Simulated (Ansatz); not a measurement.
Ideal-gas functions of BBrClH₃OSi, SMILES `[SiH3]OB(Cl)Br` at 600 K and 1 bar, from an Ansatz frequency run at PBE0-D4/def2-TZVP.

Molar mass 173.28 g/mol, point group Cs (symmetry number 1), electronic degeneracy 1, moments of inertia 267.751, 340.605, 602.362 u Å². Harmonic wavenumbers (cm⁻¹, unscaled): 83, 85, 106, 207, 326, 424, 503, 717, 723, 831, 913, 948, 955, 958, 1406, 2254, 2263, 2271.

Use S(trans) = R[1.5 ln M + 2.5 ln T − 1.1517]; rotational temperatures θ = 24.2544 K / I; S(rot) = R[ln(√π/σ · √(T³/θAθBθC)) + 1.5]; for each mode x = 1.438777 ν̃/T, S = R[x/(eˣ − 1) − ln(1 − e⁻ˣ)] and H = RT x/(eˣ − 1); 1 cm⁻¹ = 0.0119627 kJ/mol; R = 8.31446 J/(mol·K).

Question: By hand: the entropy, in J/(mol·K).

Answer: Translation 187.7. Rotation: θ = 0.0906, 0.0712, 0.0403 K, giving 131.3. Vibration, mode by mode: 21.75, 21.55, 19.73, 14.22, 10.57, 8.53, 7.24, 4.76, 4.71, 3.83, 3.28, 3.07, 3.03, 3.02, 1.29, 0.24, 0.24, 0.23, in all 131.3. Electronic 0.0. Sum 450.3 J/(mol·K).

Question: By hand: H − E and G − E in kJ/mol, counted from the electronic energy.

Answer: Zero-point energy ½ × 15973 × 0.0119627 = 95.5; thermal vibration 37.5; translation, rotation and pV give 4 RT = 20.0. H − E = 153.0 kJ/mol, and G − E = 153.0 − 600 × 450.3/1000 = -117.2 kJ/mol.

Vibration gives 29 % of the entropy, 63.0 J/(mol·K) of it from the modes under 150 cm⁻¹: soft modes count most, and the harmonic formula is weakest for them. The sum counts one conformer and one mirror image; others add a mixing term.
